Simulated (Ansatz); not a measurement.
`CB(N)Br` + NH₃ → `CB(N)N` + HBr at 500 K and 1 bar (ligand exchange at a B–Br bond).

Isolated molecules relaxed with PBE0-D4/def2-TZVP in Ansatz; ΔE leaves out vibrations. CBS: MP2 limit from def2 TZ/QZ plus the TZ coupled-cluster correction, frozen cores. This one scheme is used for every species. For Br outer-core shells are correlated without core-valence functions, which leaves a few kJ/mol of doubt a bond. Scalar relativity is left out up to krypton. One conformer a species, not always the lowest.

```csv
species,CCSD(T)/CBS energy (Eh),H − E (kJ/mol),S (J/(mol·K))
`CB(N)Br`,-2693.98242,219.3,369.7
NH₃,-56.50880,108.2,211.8
`CB(N)N`,-176.57025,291.1,373.5
HBr,-2573.91920,30.5,213.7
```

H − E and S are ideal-gas, rigid-rotor, harmonic terms from PBE0-D4/def2-TZVP, for one conformer and one mirror image of each species. 1 Eh = 2625.50 kJ/mol, R = 8.31446 J/(mol·K).

**Question.** By hand: ΔE, ΔH, ΔS and ΔG.

**Answer.** ΔE = (-176.57025) + (-2573.91920) − (-2693.98242) − (-56.50880) = 0.00177 Eh = 4.6 kJ/mol. Δ(H − E) = 291.1 + 30.5 − 219.3 − 108.2 = -5.9, so ΔH = -1.3 kJ/mol. ΔS = 373.5 + 213.7 − 369.7 − 211.8 = 5.7 J/(mol·K). ΔG = -1.3 − 500 × (5.7)/1000 = -4.2 kJ/mol.

**Question.** By hand: the equilibrium constant, and the temperature at which ΔG would vanish if ΔH and ΔS stayed fixed.

**Answer.** log₁₀ K = −ΔG/(RT ln 10) = 0.4. ΔH and −TΔS have one sign here, so there is no such temperature.

TΔS isn't small against ΔH here. The sign of ΔG lies within the doubt. A doubt of 5 kJ/mol in ΔE shifts log₁₀ K by 0.5 here. Other conformers and mirror images would add mixing entropy, several J/(mol·K) or more a flexible species. Modes under 60 cm⁻¹, often nearly free rotors, make the harmonic entropy too high. These are equilibria of isolated gas molecules and say nothing of rates. Largest T1 diagnostic: 0.010 (customary marks: 0.02 for closed shells, 0.045 for open ones).

ΔS is within the doubt of such terms, so its sign, and with it that verdict, could turn.
